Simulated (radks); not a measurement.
Question: These are the eigenvalues of the occupied orbitals of an atom or ion with whole-number occupations (eV). Method: Dirac Kohn-Sham, PBE, spin-unpolarised, spherical densities, finite nucleus; Fermi nuclear charge, rms radius of each element as measured or else 0.836 A^(1/3) + 0.57 fm; computed with a radial shooting solver on a logarithmic mesh with Libxc functionals.

orbital  eigenvalue
1s1/2     -52120.57
2s1/2     -8905.255
2p1/2     -8479.339
2p3/2     -7732.720
3s1/2     -2227.221
3p1/2     -2041.948
3p3/2     -1887.638
3d3/2     -1568.252
3d5/2     -1534.601
4s1/2     -688.6342
4p1/2     -615.2043
4p3/2     -579.0306
4d3/2     -457.0925
4d5/2     -450.2173
4f5/2     -301.6177
4f7/2     -300.3489

Which element is it, and in what charge state? The configuration may be excited. Open shells, if any, are shared by 2j + 1.

Answer: Z = 65, terbium, charge +15: Tb15+ in [Kr] 4d10 4f4. The list shows which subshells hold electrons but not how many an open one holds; the 1s level, -1915.4 hartree, gives Z - s = 61.9 by -(Z - s)^2/2, which with screening and relativity narrows Z to a few neighbours, and the depths of the outer levels then fix element, charge and occupations together.
